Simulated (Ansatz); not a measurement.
Input for Ansatz (an electronic-structure program): U-PBE0/def2-TZVPP on RuCl, 2S+1 = 4, a spin state set in the input, which need not be the lowest. Elements past Kr take the def2 small-core potentials; no spin–orbit coupling.

Ansatz 0.2 input:
```yaml
crystal:
  periodic: [false, false, false]
  atoms:
    - {symbol: Ru, position_ang: [0.00000000, 0.00000000, 0.00000000]}
    - {symbol: Cl, position_ang: [0.00000000, 0.00000000, 2.35600000]}
basis:
  gaussian:
    orbitals: def2-TZVPP
hamiltonian:
  xc: {name: PBE0}
magnetization: {spin_polarized: true, initial_magnetization: 3}
relax: {f_tol: 0.002, max_steps: 120}
```

Q: What total energy does the run end on?

A: -554.9230 hartree.

Q: How many basis functions does it have, and what does it roughly cost on one machine?

A: 98 functions; very roughly 80 core-seconds.
